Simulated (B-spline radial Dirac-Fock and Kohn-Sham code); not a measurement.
# Scattering functions of Ho⁶⁵⁺

System: Ho⁶⁵⁺, configuration 1s2.

The computed values come from a radial B-spline solver: Dirac-Fock orbitals of the configuration average with a finite nucleus. f₀ is the Fourier transform of the spherical electron density, S the Waller-Hartree incoherent function, and s = sin θ/λ. The electron scattering factor follows from the Mott-Bethe formula f_e = 0.023934 Å⁻¹·(Z − f₀)/s².

```csv
s (Å⁻¹),f₀,S,f_e (Å)
0,2.000,0.000,–
0.03,2.000,0.000,1728.567
0.04,2.000,0.000,972.319
0.05,2.000,0.000,622.284
0.06,2.000,0.000,432.142
0.08,2.000,0.000,243.080
0.1,2.000,0.000,155.571
0.13,2.000,0.000,92.054
0.17,2.000,0.000,53.831
0.21,2.000,0.001,35.277
0.27,1.999,0.001,21.341
0.34,1.999,0.002,13.458
0.43,1.998,0.003,8.414
0.55,1.997,0.005,5.143
0.7,1.996,0.008,3.175
0.88,1.993,0.013,2.009
1.12,1.989,0.021,1.240
1.43,1.983,0.035,0.761
1.81,1.972,0.055,0.475
2.31,1.955,0.089,0.292
2.93,1.929,0.140,0.181
3.72,1.887,0.220,0.113
4.73,1.822,0.340,0.070
```

f₀ starts at the number of electrons, 2. The sum of ⟨r²⟩ over the electrons is 0.001161 bohr². For an ion f_e diverges as s goes to zero, because of the net charge.
